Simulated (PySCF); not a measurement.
Spinor energies of Zr¹³⁺ (zirconium, charge +13)

Start: [Ar] 3d9; 3d3/2 filled at m_j = -3/2, -1/2, +1/2, +3/2; 3d5/2 filled at m_j = -3/2, -1/2, +1/2, +3/2, +5/2. Calculated with PySCF 2.14 in an uncontracted even-tempered set (17 s from 1 bohr⁻², ratio 2.8; 13 p from 1.3 bohr⁻², ratio 2.8; 8 d from 1.3 bohr⁻², ratio 2.8; 4 f from 7.4 bohr⁻², ratio 3): generalised Hartree-Fock with the X2C-1e Hamiltonian and a Gaussian nucleus; one run each with spin-orbit coupling (SO) switched off, then screened by Boettger's factors.

```csv
spinor shell,electrons,"ε, spin-free (eV)","ε, screened SO (eV)",weight of nominal j (screened SO),"rms radius, screened SO (bohr)"
1s1/2,2,-18399.3,-18398.5,1.000,0.0426
2s1/2,2,-2873.7,-2873.4,1.000,0.176
2p1/2,2,-2589.5,-2649.6,1.000,0.154
3s1/2,2,-727.83,-727.75,1.000,0.481
3p1/2,2,-631.79,-643.81,0.988,0.479
3p3/2,4,-631.79,-626.04,0.994,0.489
3d3/2,4,-479.00,-481.29,0.927,0.468
3d5/2,5,-479.00,-477.28,0.942,0.471
```

(1) Where does 2p3/2 lie, and what is the 2p spin-orbit splitting (screened SO)?

| quantity | spin-free | screened SO |
| --- | --- | --- |
| E (hartree) | -3533.62655 | -3534.00867 |
| M_J | 5/2 | 5/2 |
| ⟨J²⟩ | 8.751 | 8.751 |
| ⟨L²⟩ | 6.001 | 6.005 |
| ⟨S²⟩ | 0.750 | 0.755 |

Each row is a mean over spinors that exchange with the open shell spreads, by up to 12.892 eV (3p3/2).

Breit and QED terms are absent; they matter most for the inner s and p1/2 levels.

Densities and radii are taken from the X2C orbitals without a picture-change correction, which distorts them close to the nucleus.

Without spin-orbit coupling the j labels of p, d and f shells carry no meaning; the spin-free column gives the mean over the occupied spinors of each nl shell.

## Answers

(1) At -2561.0 eV, 88.563 eV above 2p1/2.
